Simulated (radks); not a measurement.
Task: Yb XXII, 49 electrons, occupied as [Kr] 4d10 4f3 (the NIST ground configuration). All-electron calculation, scalar-relativistic Kohn-Sham, exchange-only LDA, spin-polarised, spherical densities, point nucleus; open shells are filled with parallel spins first (spin-orbit coupling, left out, can overturn this in heavy ions). Program: a radial shooting solver on a logarithmic mesh with Libxc functionals. Some entries of the table are withheld. Estimate them.

orbital,occ.,eigenvalue (eV),<1/r> (bohr^-1),r(max) (bohr)
1s down,1,-61786.06,80.60,0.01238
1s up,1,-61786.04,80.60,0.01238
2s up,1,-10966.27,18.78,0.07064
2s down,1,-10966.15,18.79,0.07064
2p up,3,-9738.517,17.25,0.05758
2p down,3,-9738.426,17.25,0.05758
3s up,1,-2941.456,6.944,0.1996
3s down,1,-2938.658,6.949,0.1996
3p up,3,-2571.313,6.467,0.1968
3p down,3,-2568.530,6.472,0.1967
3d up,5,-2119.929,6.123,0.1603
3d down,5,-2117.766,6.128,0.1602
4s up,1,-1027.963,3.065,0.4475
4s down,1,-1023.201,3.062,0.4476
4p up,3,-900.6384,2.837,(1)
4p down,3,-896.0242,2.833,(2)
4d up,5,-734.1029,(3),(4)
4d down,5,-729.5756,(5),(6)
4f up,3,-550.3618,2.309,0.4206
4f down,0,-545.5684,2.305,0.4211

Result: 
(1) 4p up r(max) (bohr): 0.4650
(2) 4p down r(max) (bohr): 0.4651
(3) 4d up <1/r> (bohr^-1): 2.595
(4) 4d up r(max) (bohr): 0.4705
(5) 4d down <1/r> (bohr^-1): 2.590
(6) 4d down r(max) (bohr): 0.4707
